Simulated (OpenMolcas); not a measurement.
# Ne III: CASPT2 settings compared

```
Program             : OpenMolcas
Basis               : ANO-RCC-VDZ [3s2p]
Scalar Hamiltonian  : DKH4, point nucleus
Active space        : 4 electrons in 3 orbitals (2p)
State averaging     : 2S+1 = 3 even, 3 roots; 2S+1 = 1 even, 6 roots kept (CI in the orbitals of an earlier block)
Spin-orbit coupling : RASSI with atomic mean-field integrals over the reference wave functions, term energies averaged over their components
```

Methods on the same reference wave functions:
A. CASSCF
B. SS-CASPT2, IPEA 0.4 Eh, sigma2 regulariser 0.3 Eh (closed shells correlated: 1s 2s)
C. SS-CASPT2, IPEA 0.5 Eh, no level shift (closed shells correlated: 1s 2s)
D. SS-CASPT2, IPEA 0 Eh, sigma1 regulariser 0.3 Eh (closed shells correlated: 1s 2s)

Energies in cm-1 above 2s2 2p4 3P2, the measured ground level; measured values from Moore, Atomic Energy Levels, vol. I, NSRDS-NBS 35 (1971 reprint of NBS Circular 467, 1949).

```json
{"Level": "2s2 2p4 3P2", "A": "0.0", "B": "0.0", "C": "0.0", "D": "0.0", "Measured": "0.0"}
{"Level": "2s2 2p4 3P1", "A": "627", "B": "627", "C": "627", "D": "627", "Measured": "650"}
{"Level": "2s2 2p4 3P0", "A": "926", "B": "923", "C": "923", "D": "923", "Measured": "927"}
{"Level": "2s2 2p4 1D2", "A": "27670", "B": "28090", "C": "28070", "D": "28160", "Measured": "25841"}
{"Level": "2s2 2p4 1S0", "A": "68693", "B": "55610", "C": "55810", "D": "54740", "Measured": "55747"}
```

Deviations, from unrounded energies. A percentage is the sum of absolute deviations over the sum of measured energies, with the sign that they share, or ± where signs differ.

```tsv
Against measurement	Levels	A	B	C	D
mean absolute deviation (cm-1)	4	3700	600	580	840
fine structure of the ground term (%)	2	-1.5	-1.7	-1.7	-1.7
other terms of the ground configuration (%)	2	+18.1	±2.9	+2.8	±4.1
```

B, C lie about equally close to measurement and A furthest from it. The largest miss of C in the table is 2s2 2p4 1D2, by +2200 cm-1. The ranking rests on the paired levels alone, and a cruder setting can come out closer through cancelling errors.

Among B to D the level of the table that moves most is 2s2 2p4 1S0, by 1100 cm-1 (lowest in D, highest in C). Moves below CASPT2's spread within the term are not significant.

From A to B the spin-free energies of the other terms of 2s2 2p4 shown, above 3P, scale by factors of 0.81 to 1.02.

The lowest spin-free term lies below A's lowest term by 0.047 hartree in B, 0.046 hartree in C, 0.048 hartree in D.

CASPT2 does not keep the components of a term degenerate, so their means are used; among the terms shown or strongly mixed into the levels shown the widest spread is 30 cm-1 (2s2 2p4 1D, C). Terms from blocks run as CI alone lack orbitals of their own. With the s shell closed, the reference lacks s² → p² mixing. Measured partners are found by configuration, term and J. A level has none where our copy of the source lacks it or the pairing is in doubt (some pairs that miss far off the trend of their configuration count as doubtful), and it then counts in no deviation. Levels of configurations outside the active space are missing.
